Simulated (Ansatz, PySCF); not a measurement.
Be2O, SMILES [Be][O][Be] (connectivity only; charge and spin as stated), neutral, multiplicity 1. Atoms are numbered in the order given.

```xyz
3

Be     0.0000     0.0000    -1.4049
O      0.0000     0.0000     0.0000
Be     0.0000     0.0000     1.4049
```
Charge 0, spin multiplicity 1.

Coordinates come from a B3LYP-D3(BJ)/def2-TZVPD optimisation. The geometry has at least one imaginary mode, so it is a saddle point at that level.

Vertical ionisation energy (IE) and electron affinity (EA) in eV. Rows of orbital energies are one-electron estimates. Where ΔSCF, EOM or ADC give a negative EA the extra electron is unbound and the value depends on the basis.

```
level                                                                      IE    EA
-----------------------------------------------------------------------  ----  ----
−ε(HOMO), −ε(LUMO), HF/def2-TZVPD (PySCF)                                5.69  1.95
−ε(HOMO), −ε(LUMO), r2SCAN/def2-TZVPD (PySCF)                            4.58  4.20
−ε(HOMO), −ε(LUMO), PBE/def2-TZVPD (PySCF)                               4.53  4.18
ΔSCF, ωB97X-V/def2-TZVPD (Ansatz), final states of multiplicity 2 and 2  6.45  2.53
ΔSCF, PBE/def2-TZVPD (Ansatz), final states of multiplicity 2 and 2      6.87  1.86
```

Task: What vertical singlet–triplet gap does ΔSCF give with ωB97X-V/def2-TZVPD (Ansatz, a first-principles code) and with PBE/def2-TZVPD (Ansatz)? (An estimate is asked for; the answer gives what the named calculation found.)

Result: -1.72 and -0.73 eV (triplet above singlet where positive).
